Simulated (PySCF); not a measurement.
**Field gradients at the hydrogen positions**

C3H4Cl2OSi.
Structure used (GFN2-xTB), in Å, numbered top down from 1:
```xyz
11
C3H4Cl2OSi angstrom
O      1.5854    2.0127    0.5589
C      0.5793    1.4389    0.2967
Cl    -0.9243    2.3810    0.1002
C      0.3220    0.0288    0.0868
Si    -1.4070   -0.5023   -0.4914
C      1.2864   -0.8749    0.3077
Cl     2.8614   -0.5444    0.8552
H     -1.7143    0.1564   -1.7554
H     -2.3764   -0.2152    0.5597
H     -1.3080   -1.9507   -0.6932
H      1.1011   -1.9277    0.1488
```

Level: PBE0/pcSseg-1 (PySCF, non-relativistic); Q(2H) = 0.00286 b; rigid geometry, the same for H and D, with no vibrational averaging.

Problem. Rank these positions by the coupling χzz of a deuteron there, largest first.
A. H11 (vinylic hydrogen)
B. H10 (Si–H hydrogen)
C. H8 (Si–H hydrogen)

Solution. A (212 kHz), C (111 kHz), B (107 kHz).

Problem. Tabulate Vzz, the asymmetry η and χzz = 234.96 MHz × Q × Vzz for every hydrogen position.

Solution. 
```
atom  bonded to  bond length (Å)  Vzz (au)     η  χzz (kHz)
  H8        Si5            1.458    0.1650  0.02        111
  H9        Si5            1.458    0.1649  0.02        111
 H10        Si5            1.466    0.1590  0.04        107
 H11         C6            1.081    0.3151  0.07        212
```

Problem. Average by the element that carries the hydrogen.

Solution. on Si: 110 kHz over 3 positions, mean bond length 1.461 Å; on C: 212 kHz over 1 position, mean bond length 1.081 Å.

Problem. A static deuteron (I = 1) shows a doublet split by (3/2)χ, (3/4)χ(1 + η) and (3/4)χ(1 − η) with the field along z, y and x of the gradient. What are these for H11?

Solution. With |χ| = 211.7 kHz and η = 0.071: 318, 170 and 148 kHz, to first order and without motion.

One conformer (not necessarily the lowest) at the GFN2-xTB geometry, without solvent, vibrations or thermal averaging. GFN2-xTB bond lengths can be off by several hundredths of an ångström, more for odd bonds, and the gradients follow them. A larger basis could move these couplings by a tenth or more.
